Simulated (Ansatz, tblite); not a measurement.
Spin states of MnN3F3H9⁻ (relaxed from a model of mer-[MnF3(NH3)3]-, whose bonding it doesn't keep), each relaxed with B3LYP-D4/def2-SVPD in Ansatz. Electronic energies in the gas phase.

The 6-31G sets use Cartesian d functions. The xTB rows come from tblite. B3LYP takes the VWN-RPA correlation. In the quartet geometry the species has come apart into loosely held pieces. The name describes the sextet; other states may take another shape. In the sextet geometry the species has come apart into loosely held pieces.

Quartet geometry:

Cartesian coordinates in Å:
```
Mn 0.943 -0.204 -0.177
F -0.308 1.551 -0.488
F 0.202 -0.798 1.547
F 2.222 -0.335 -1.616
N -2.403 -0.088 0.384
H -1.798 -0.446 1.132
H -3.253 0.275 0.807
H -1.853 0.710 0.019
N -0.338 -1.569 -1.115
H -0.267 -2.507 -0.725
H -0.165 -1.601 -2.117
H -1.285 -1.217 -0.915
N 2.022 1.343 0.748
H 2.155 1.302 1.754
H 1.250 1.979 0.498
H 2.877 1.605 0.266
```

Sextet geometry:

```xyz
16

Mn    0.0876    0.1017   -0.7175
F    -0.0834   -1.8059   -0.1154
F    -0.8508    1.4326    0.4703
F     1.0164    0.6589   -2.4355
N    -0.1807   -0.5536    2.5290
H    -0.6013    0.2739    2.0860
H    -0.7875   -0.8441    3.2909
H    -0.2256   -1.2736    1.7953
N     1.9612    0.3616    0.6467
H     2.2411    1.3365    0.6992
H     2.7621   -0.2074    0.3899
H     1.5977    0.0629    1.5581
N    -1.6380    0.0784   -2.3417
H    -2.3497    0.7932   -2.2315
H    -2.0499   -0.7987   -2.6417
H    -0.8992    0.3835   -2.9821
```

Run but left out: HF/6-31G, HF/def2-SVPD, r2SCAN-D4/def2-TZVPD, PBE0-D4/def2-TZVPD, r2SCAN0-D4/def2-TZVPD, HSE06-D4/def2-TZVPD, BHLYP-D4/def2-TZVPD, MP2/def2-SVPD (quartet: ⟨S²⟩ 4.15 to 4.39, where a pure state has 3.75).

The doublet was relaxed too but is left out (at the level of its geometry, ⟨S²⟩ 1.75, where a pure state has 0.75); at PBE0-D4/def2-TZVPD it lies 2.54 eV above the lowest shown.

(1) Estimate which spin state lies lowest at each of these levels, and by how much: GFN1-xTB; GFN2-xTB; PBE-D4/def2-TZVPD; B3LYP-D4/6-31G; ωB97X-V/def2-TZVPD.

## Answers

(1) 
```csv
level,sextet − quartet (kJ/mol),lowest of these,remarks
GFN1-xTB,130.9,quartet,–
GFN2-xTB,73.5,quartet,–
PBE-D4/def2-TZVPD,-112.2,sextet,"HOMO above zero (quartet), HOMO above zero (sextet), spin-contaminated (⟨S²⟩ 3.93) (quartet)"
B3LYP-D4/6-31G,-145.9,sextet,"HOMO above zero (quartet), HOMO above zero (sextet)"
ωB97X-V/def2-TZVPD,-152.9,sextet,–
```

The xTB methods have no term that favours high spin, so they put low spin too low.
